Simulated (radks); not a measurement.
Results of a calculation; reference values are marked as such.
Problem. These are the eigenvalues of the occupied orbitals of an atom or ion with whole-number occupations (eV). Code: a radial shooting solver on a logarithmic mesh with Libxc functionals. Model: Dirac Kohn-Sham, BLYP, spin-unpolarised, spherical densities, finite nucleus; Fermi nuclear charge, rms radius of each element as measured or else 0.836 A^(1/3) + 0.57 fm.

1s1/2: -23042.68
2s1/2: -3351.256
2p1/2: -3104.226
2p3/2: -2959.530
3s1/2: -609.4736
3p1/2: -512.7871
3p3/2: -487.8979
3d3/2: -316.5956
3d5/2: -311.6860
4s1/2: -95.4215
4p1/2: -65.9313
4p3/2: -61.9640
4d3/2: -18.1280
4d5/2: -17.6893
5p1/2: -8.0757
5p3/2: -7.7869

Which element is it, and in what charge state? The configuration may be excited. Open shells, if any, are shared by 2j + 1.

Solution. Z = 45, rhodium, charge +1: Rh+ in [Kr] 4d7 5p1. The list shows which subshells hold electrons but not how many an open one holds; the 1s level, -846.8 hartree, gives Z - s = 41.2 by -(Z - s)^2/2, which with screening and relativity narrows Z to a few neighbours, and the depths of the outer levels then fix element, charge and occupations together.
